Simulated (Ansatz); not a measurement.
System: SOF2, charge 0, singlet. SOF2 (SMILES S(F)(F)=O).
B3LYP-D3(BJ)/def2-TZVP minimum from Ansatz (a first-principles code):
```
S
O 1 1.4239
F 1 1.6063 2 106.51
F 1 1.6063 2 106.51 3 98.37
```
Charge 0, spin multiplicity 1.

Total energies in hartree (Ansatz). Radicals and triplets start from unrestricted determinants; spin-orbit coupling is neglected. Cores are frozen in correlated methods. No relativity.

| species | HF/cc-pV(T+d)Z | CCSD(T)/cc-pV(T+d)Z | HF/cc-pV(Q+d)Z | CCSD(T)/cc-pV(Q+d)Z | CCSD(T)/cc-pV(D+d)Z | CCSDT(Q)/cc-pV(D+d)Z |
|---|---|---|---|---|---|---|
| 1: SOF2 (SMILES O=S(F)F) | -671.36358 | -672.32763 | -671.39434 | -672.44107 | -671.95330 | -671.95651 |
| 2: O (triplet) | -74.81176 | -74.97396 | -74.81729 | -74.99357 | -74.90995 | -74.91013 |
| 3: S (triplet) | -397.50938 | -397.65444 | -397.51264 | -397.66785 | -397.60412 | -397.60456 |
| 4: F (doublet) | -99.40552 | -99.62036 | -99.41377 | -99.65026 | -99.52757 | -99.52776 |

Task: Work out the atomisation energy (electronic, to ground-state atoms) in kcal/mol: take Hartree-Fock from cc-pV(Q+d)Z, extrapolate the CCSD(T) correlation energy as X^-3 (X = 3, 4), and add CCSDT(Q) - CCSD(T) in cc-pV(D+d)Z. 1 hartree = 627.51 kcal/mol.

Result: 
Species 1: correlation (64·(-1.04673) - 27·(-0.96405))/37 = -1.10706; step -0.00321; E1 = -671.39434 + (-1.10706) + (-0.00321) = -672.50461
Species 2: correlation (64·(-0.17628) - 27·(-0.16220))/37 = -0.18655; step -0.00018; E2 = -74.81729 + (-0.18655) + (-0.00018) = -75.00402
Species 3: correlation (64·(-0.15521) - 27·(-0.14506))/37 = -0.16262; step -0.00044; E3 = -397.51264 + (-0.16262) + (-0.00044) = -397.67570
Species 4: correlation (64·(-0.23649) - 27·(-0.21484))/37 = -0.25229; step -0.00019; E4 = -99.41377 + (-0.25229) + (-0.00019) = -99.66625
-1·E1 +1·E2 +1·E3 +2·E4 = 0.49239 hartree = 309.0 kcal/mol.
